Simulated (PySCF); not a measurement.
Compound: C2H8O2Si.
Numbering: `[CH3:1][CH2:2][SiH:3]([OH:4])[OH:5]` (hydrogens: H6, H7, H8 on C1; H9, H10 on C2; H11 on Si3; H12 on O4; H13 on O5)

Computed by this run: PBE0-D3(BJ)/def2-SVP geometry optimisation, gas phase (PySCF 2.14.0); density fitting, grid level 1; the optimiser is geomeTRIC in internal coordinates, started from a GFN2-xTB structure with every atom displaced at random (about 0.01 Å).

Step 0: E = -14161.2609 eV
```
atom  x, y, z in Å  |  force x, y, z in eV/Å
C1      1.5530   -0.6832    0.0457   -1.252   1.591  -0.430
C2      0.7659    0.5938   -0.3777   -0.253  -0.523   1.139
Si3    -1.1254    0.4549   -0.1266    2.014   0.650  -0.195
O4     -1.4745    0.0147    1.4006   -0.488  -0.705   0.916
O5     -1.6347   -0.7470   -1.0837   -0.698  -1.181  -0.716
H6      2.5997   -0.5308   -0.1173    1.083   0.003  -0.145
H7      1.2053   -1.5125   -0.5411   -0.183  -0.862  -0.376
H8      1.3805   -0.8732    1.0892   -0.086  -0.380   0.864
H9      1.1558    1.4591    0.2020   -0.195  -0.073  -0.181
H10     0.9763    0.7998   -1.4155    0.077   0.307  -0.852
H11    -1.7946    1.7096   -0.4311   -0.350   0.731  -0.229
H12    -1.2012    0.5238    2.1557    0.126   0.287   0.303
H13    -2.4272   -1.2324   -0.8206    0.206   0.156  -0.098
```

Step 1: E = -14161.4367 eV
```
atom  x, y, z in Å  |  force x, y, z in eV/Å
C1      1.5600   -0.6505    0.0507    0.083   0.009   0.019
C2      0.7570    0.5745   -0.3838    0.091  -0.014  -0.043
Si3    -1.0792    0.4012   -0.0846    0.033   0.094  -0.052
O4     -1.4622   -0.0272    1.4826    0.080  -0.047  -0.027
O5     -1.5947   -0.8519   -1.0431   -0.492  -0.010   0.014
H6      2.6435   -0.5096   -0.1188   -0.145  -0.058   0.025
H7      1.2369   -1.5441   -0.5090    0.053   0.043   0.063
H8      1.4092   -0.8607    1.1235    0.024  -0.026  -0.086
H9      1.1122    1.4803    0.1412   -0.029  -0.004   0.026
H10     0.9265    0.7822   -1.4597   -0.142  -0.017   0.131
H11    -1.7762    1.6883   -0.4231   -0.014  -0.081  -0.001
H12    -1.2116    0.5503    2.2083   -0.008   0.043  -0.072
H13    -2.5426   -1.0560   -1.0048    0.464   0.068   0.004
```

Q: Estimate the geometry and energy of step 2. (The exact step hangs on the optimiser's Hessian estimate; all steps are aligned on step 1, rigid shifts and turns removed.)

A: E = -14161.4457 eV, largest force 0.100 eV/Å
```
atom  x, y, z in Å  |  force x, y, z in eV/Å
C1      1.5589   -0.6529    0.0520   -0.015   0.043  -0.014
C2      0.7555    0.5756   -0.3777    0.085  -0.037   0.038
Si3    -1.0778    0.4044   -0.0905   -0.001   0.008  -0.022
O4     -1.4466   -0.0271    1.4766    0.021  -0.064   0.041
O5     -1.5967   -0.8459   -1.0490   -0.037   0.055  -0.014
H6      2.6391   -0.5174   -0.1145   -0.011  -0.001  -0.005
H7      1.2401   -1.5447   -0.5086    0.002  -0.001   0.000
H8      1.4096   -0.8734    1.1207   -0.010   0.002  -0.009
H9      1.1059    1.4797    0.1535   -0.010  -0.008   0.010
H10     0.9109    0.7903   -1.4499   -0.026  -0.003   0.000
H11    -1.7883    1.6813   -0.4250   -0.004  -0.011  -0.016
H12    -1.1991    0.5663    2.1896   -0.009   0.045  -0.020
H13    -2.5328   -1.0595   -0.9976    0.015  -0.028   0.011
```

The energy changes by -0.0090 eV. The first-order estimate −F·Δx gives -0.0152 eV and the mean of the old and new forces, exact on a quadratic surface, -0.0090 eV. The step makes an angle of 67° with the force vector and moves no atom by more than 0.028 Å.

What follows is the cost of the whole optimisation. Time: 72 s of wall time; peak memory 0.46 GiB. Hardware: an Arm Neoverse V1 with one thread, shared host.
